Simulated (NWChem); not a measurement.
System: iodoethane (C2H5I); SMILES CCI

Here is an NWChem input.

```
start job
memory heap 200 mb stack 900 mb global 1100 mb
geometry units angstroms noautoz
  C      0.457173     2.406868     0.000000
  C     -0.682486     1.409829     0.000000
  I      0.015264    -0.667632     0.000000
  H      1.098421     2.299382     0.896589
  H      0.040746     3.437595     0.000000
  H      1.098421     2.299382    -0.896589
  H     -1.320834     1.483792     0.899563
  H     -1.320834     1.483792    -0.899563
end
basis spherical
  * library def2-svp
end
ecp
  I library def2-ecp
end
dft
  xc xpbe96 cpbe96
  iterations 150
  mulliken
end
task dft energy
```

Parts of the log:

```
             Northwest Computational Chemistry Package (NWChem) 7.3.0
             --------------------------------------------------------

 CS  symmetry detected

                             Geometry "geometry" -> ""
                             -------------------------

 Output coordinates in angstroms (scale by  1.889725989 to convert to a.u.)

  No.       Tag          Charge          X              Y              Z
 ---- ---------------- ---------- -------------- -------------- --------------
    1 C                    6.0000     0.44858816     2.43219873     0.00000000
    2 C                    6.0000    -0.68195123     1.42483081     0.00000000
    3 I                   53.0000     0.03467350    -0.64619509     0.00000000
    4 H                    1.0000     1.09078766     2.33055213     0.89658900
    5 H                    1.0000     0.02279942     3.45909382     0.00000000
    6 H                    1.0000     1.09078766     2.33055213    -0.89658900
    7 H                    1.0000    -1.32094581     1.49298218     0.89956300
    8 H                    1.0000    -1.32094581     1.49298218    -0.89956300

 Effective nuclear repulsion energy (a.u.)     212.2885801453

      Symmetry information
      --------------------

 Group name             Cs
 Group number              2
 Group order               2
 No. of unique centers     6

 Summary of "ao basis" -> "ao basis" (spherical)
 ------------------------------------------------------------------------------
       Tag                 Description            Shells   Functions and Types
 ---------------- ------------------------------  ------  ---------------------
 C                          def2-svp                 6       14   3s2p1d
 I                          def2-svp                10       26   4s4p2d
 H                          def2-svp                 3        5   2s1p

      Symmetry analysis of basis
      --------------------------

        a'         52
        a"         27

            General Information
            -------------------
          SCF calculation type: DFT
          Wavefunction type:  closed shell.
          No. of atoms     :     8
          No. of electrons :    42
           Alpha electrons :    21
            Beta electrons :    21
          Charge           :     0
          Spin multiplicity:     1
          Use of symmetry is: on ; symmetry adaption is: on
          Maximum number of iterations: 150
          AO basis - number of functions:    79
                     number of shells:    37
          Convergence on energy requested:  1.00D-06
          Convergence on density requested:  1.00D-05
          Convergence on gradient requested:  5.00D-04

              XC Information
              --------------
          PerdewBurkeErnzerhof Exchange Functional  1.000
            Perdew 1991 LDA Correlation Functional  1.000 local
           PerdewBurkeErnz. Correlation Functional  1.000 non-local

             Grid Information
             ----------------
          Grid used for XC integration:  medium
          Radial quadrature: Mura-Knowles
          Angular quadrature: Lebedev.
          Tag              B.-S. Rad. Rad. Pts. Rad. Cut. Ang. Pts.
          ---              ---------- --------- --------- ---------
          C                   0.70       49          10.0       434
          I                   1.40      123          11.0       590
          H                   0.35       45          11.0       434
          Grid pruning is: on
          Number of quadrature shells:   356
          Spatial weights used:  Erf1

      Superposition of Atomic Density Guess
      -------------------------------------

 Sum of atomic energies:        -424.87313597

      Non-variational initial energy
      ------------------------------

 Total energy =    -375.766330
 1-e energy   =    -857.998342
 2-e energy   =     362.792762
 HOMO         =      -0.324501
 LUMO         =      -0.010716

      Symmetry analysis of molecular orbitals - initial
      -------------------------------------------------

  Numbering of irreducible representations:

     1 a'          2 a"

  Orbital symmetries:

     1 a'          2 a'          3 a'          4 a'          5 a'
     6 a"          7 a'          8 a'          9 a"         10 a'
    11 a"         12 a'         13 a'         14 a'         15 a"
    16 a'         17 a'         18 a"         19 a'         20 a'
    21 a"         22 a'         23 a'         24 a'         25 a"
    26 a'         27 a"         28 a'         29 a'         30 a'
    31 a"

     ---------------------------------------------
      Total Density - Mulliken Population Analysis
     ---------------------------------------------

    Atom       Charge   Shell Charges
 -----------   ------   -------------------------------------------------------
    1 C    6     6.26   1.99  0.96  0.21  2.03  1.05  0.02
    2 C    6     6.09   1.99  0.94  0.32  1.76  1.06  0.03
    3 I   25    25.22   1.83  0.22  1.23  0.67  2.93  3.13  2.61  2.58  9.83  0.20
    4 H    1     0.89   0.67  0.20  0.02
    5 H    1     0.88   0.66  0.20  0.02
    6 H    1     0.89   0.67  0.20  0.02
    7 H    1     0.88   0.67  0.18  0.02
    8 H    1     0.88   0.67  0.18  0.02

   convergence    iter        energy       DeltaE   RMS-Dens  Diis-err
 ---------------- ----- ----------------- --------- --------- ---------
 d= 0,ls=0.0,diis     1   -376.6968781956 -4.96D+02  1.30D-02  2.99D-01
 d= 0,ls=0.0,diis     2   -376.6451818719  5.17D-02  9.78D-03  6.02D-01
 d= 0,ls=0.0,diis     3   -376.7255498914 -8.04D-02  2.52D-03  5.67D-02
 d= 0,ls=0.0,diis     4   -376.7339609027 -8.41D-03  4.14D-04  1.16D-03
 d= 0,ls=0.0,diis     5   -376.7340888025 -1.28D-04  1.27D-04  1.79D-04
  Resetting Diis
 d= 0,ls=0.0,diis     6   -376.7341110986 -2.23D-05  3.46D-05  8.41D-06
 d= 0,ls=0.0,diis     7   -376.7341122703 -1.17D-06  1.14D-05  1.63D-07
 d= 0,ls=0.0,diis     8   -376.7341122695  7.42D-10  6.05D-06  1.78D-07

         Total DFT energy =     -376.734112269546
      One electron energy =     -860.946322920090
           Coulomb energy =      399.521073765452
    Exchange-Corr. energy =      -34.748113235056
 Nuclear repulsion energy =      119.439250120149

 Numeric. integr. density =       42.000000802856

                  Occupations of the irreducible representations
                  ----------------------------------------------

                     irrep           alpha         beta
                     --------     --------     --------
                     a'               15.0         15.0
                     a"                6.0          6.0

                       DFT Final Molecular Orbital Analysis
                       ------------------------------------

 Vector   19  Occ=2.000000D+00  E=-2.956937D-01  Symmetry=a'
              MO Center= -8.2D-02,  8.2D-01,  1.7D-16, r^2= 4.0D+00
   Bfn.  Coefficient  Atom+Function         Bfn.  Coefficient  Atom+Function
  ----- ------------  ---------------      ----- ------------  ---------------
    40      0.410463  3 I  py                19     -0.269143  2 C  py
    43      0.258126  3 I  py                60      0.229561  5 H  s
     5      0.191608  1 C  py                18      0.168538  2 C  px
    37     -0.164775  3 I  py                22     -0.151652  2 C  py
    39     -0.149925  3 I  px                34     -0.134290  3 I  py

 Vector   20  Occ=2.000000D+00  E=-2.190705D-01  Symmetry=a'
              MO Center=  2.3D-02, -5.4D-01, -7.8D-15, r^2= 2.3D+00
   Bfn.  Coefficient  Atom+Function         Bfn.  Coefficient  Atom+Function
  ----- ------------  ---------------      ----- ------------  ---------------
    39      0.565834  3 I  px                42      0.521046  3 I  px
    36     -0.231081  3 I  px                40      0.205111  3 I  py
    43      0.191383  3 I  py                33     -0.186831  3 I  px
     3     -0.140988  1 C  s                  5      0.086094  1 C  py
    37     -0.083183  3 I  py                18     -0.075707  2 C  px

 Vector   21  Occ=2.000000D+00  E=-2.175813D-01  Symmetry=a"
              MO Center= -7.7D-04, -5.5D-01, -5.1D-15, r^2= 2.2D+00
   Bfn.  Coefficient  Atom+Function         Bfn.  Coefficient  Atom+Function
  ----- ------------  ---------------      ----- ------------  ---------------
    41      0.599567  3 I  pz                44      0.557551  3 I  pz
    38     -0.244922  3 I  pz                35     -0.197988  3 I  pz
    20     -0.101616  2 C  pz                70     -0.096844  7 H  s
    75      0.096844  8 H  s                 71     -0.072535  7 H  s
    76      0.072535  8 H  s                 56      0.047078  4 H  s

 Vector   22  Occ=0.000000D+00  E=-6.095194D-02  Symmetry=a'
              MO Center= -1.9D-01,  1.5D-01,  7.7D-16, r^2= 3.6D+00
   Bfn.  Coefficient  Atom+Function         Bfn.  Coefficient  Atom+Function
  ----- ------------  ---------------      ----- ------------  ---------------
    17      0.869916  2 C  s                 43     -0.761614  3 I  py
    22     -0.518488  2 C  py                19     -0.406018  2 C  py
    32     -0.387834  3 I  s                 40     -0.364352  3 I  py
    42      0.263728  3 I  px                16      0.231333  2 C  s
    31     -0.196797  3 I  s                 21      0.193883  2 C  px

 Vector   23  Occ=0.000000D+00  E= 3.799574D-02  Symmetry=a'
              MO Center= -3.7D-01,  2.3D+00, -2.6D-14, r^2= 5.5D+00
   Bfn.  Coefficient  Atom+Function         Bfn.  Coefficient  Atom+Function
  ----- ------------  ---------------      ----- ------------  ---------------
     3      1.754958  1 C  s                 17      1.100765  2 C  s
    61     -1.086870  5 H  s                 71     -0.892054  7 H  s
    76     -0.892054  8 H  s                 56     -0.680373  4 H  s
    66     -0.680373  6 H  s                 21     -0.576338  2 C  px
     8      0.327489  1 C  py                31      0.317490  3 I  s

[...]
```

Level: PBE/def2-SVP with def2 effective core potentials on I. Coordinates come from a PBE-D3(BJ)/def2-SVP optimisation. def2 effective core potentials on I; no spin-orbit coupling.
